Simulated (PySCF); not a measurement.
Numbering as in the mapped SMILES `[OH:1][B:2]([Cl:3])[O:4][C:5]([F:6])([F:7])[F:8]`. Hydrogens are named by the atom that carries them.

Geometry: PBE0-D3(BJ)/def2-SVP; GIAO absolute shieldings from PySCF, gas phase, non-relativistic, averaged over equivalent atoms.

At PBE0/aug-cc-pVDZ (197 basis functions, 24 s wall time on 1 thread of an Arm Neoverse V1, shared host):
| atoms | σ (ppm) |
| --- | --- |
| O4 | 169.3 |
| O1 | 207.0 |
| B2 | 88.3 |
| Cl3 | 887.2 |
| C5 | 73.1 |
| F6/F7/F8 | 255.9 |
| H(O1) | 26.96 |

Task: Predict the values at PBE0/IGLO-III on the same geometry.

Result: 
```json
{"atoms": "O4", "σ at PBE0/IGLO-III": "148.6", "change": "-20.7"}
{"atoms": "O1", "σ at PBE0/IGLO-III": "188.7", "change": "-18.3"}
{"atoms": "B2", "σ at PBE0/IGLO-III": "76.1", "change": "-12.2"}
{"atoms": "Cl3", "σ at PBE0/IGLO-III": "852.7", "change": "-34.5"}
{"atoms": "C5", "σ at PBE0/IGLO-III": "55.2", "change": "-17.9"}
{"atoms": "F6/F7/F8", "σ at PBE0/IGLO-III": "239.1", "change": "-16.8"}
{"atoms": "H(O1)", "σ at PBE0/IGLO-III": "26.93", "change": "-0.03"}
```

The largest change is at Cl3 (chlorine bonded to B). Cost: 299 basis functions, 44 s wall time on 1 thread of an Arm Neoverse V1, shared host.
